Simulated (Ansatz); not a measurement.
Molecule: C₄H₅OSi (charge 0, doublet). It need not be the lowest isomer of its formula. SMILES: [SiH2]c1ccoc1
Geometry from a B3LYP-D3(BJ)/def2-TZVP (Ansatz, an electronic-structure program) optimisation:
```xyz
11

Si    -2.0856    -0.3270     0.1794
C     -0.2726    -0.0544     0.0106
C      0.7706    -1.0410    -0.1655
C      1.9463    -0.3754    -0.1726
O      1.7347     0.9637    -0.0074
C      0.3933     1.1363     0.1045
H     -2.8301     0.9305    -0.0830
H     -2.5474    -1.4230    -0.7093
H      0.6392    -2.1041    -0.2780
H      2.9722    -0.6787    -0.2823
H      0.0610     2.1510     0.2389
```
Charge 0, spin multiplicity 2.

Wanted: atomisation energy (electronic, to ground-state atoms), in eV. Correlated levels leave the core frozen unless marked. Open shells are spin-unrestricted. Spin-orbit coupling is left out. No relativistic terms. The coupled-cluster limit lacks core correlation, which all-electron functionals hold. CBS marks a two-point X^-3 extrapolation of the correlation energy; Hartree-Fock from the larger set.

| level | program | atomisation energy (eV) |
|---|---|---|
| HF/cc-pV(T+d)Z | Ansatz | 34.60 |

Task: What does CCSD(T)/CBS(cc-pV(T+d)Z,cc-pV(Q+d)Z) (Ansatz) give?

Result: 48.05 eV
